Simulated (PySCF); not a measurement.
**Electron correlation in Si(2+) (silicon, charge +2)**

[Ne] 3s1 3p1, high-spin 3P determinant (an excited configuration). Computed with PySCF 2.14 in x2c-TZVPPall, with the spin-free X2C one-electron Hamiltonian (Gaussian nucleus). Frozen: 1s2; 10 electrons correlated.

MP2 pair energies summed by pair of shells (mhartree):

```tsv
pair	energy	share (%)
2p-2p	-101.77	68.0
2s-2p	-25.31	16.9
2p-3s	-8.23	5.5
2p-3p	-5.52	3.7
2s-2s	-4.39	2.9
3s-3p	-2.67	1.8
2s-3s	-0.89	0.6
2s-3p	-0.85	0.6
```

Total MP2 correlation energy: -149.62 mhartree.

Same-spin part -45.42 and opposite-spin part -104.20 mhartree; SCS-MP2 scales them by 1/3 and 6/5 to -140.18 mhartree.

This basis was not built for core-valence correlation, so the inner-shell part is incomplete.
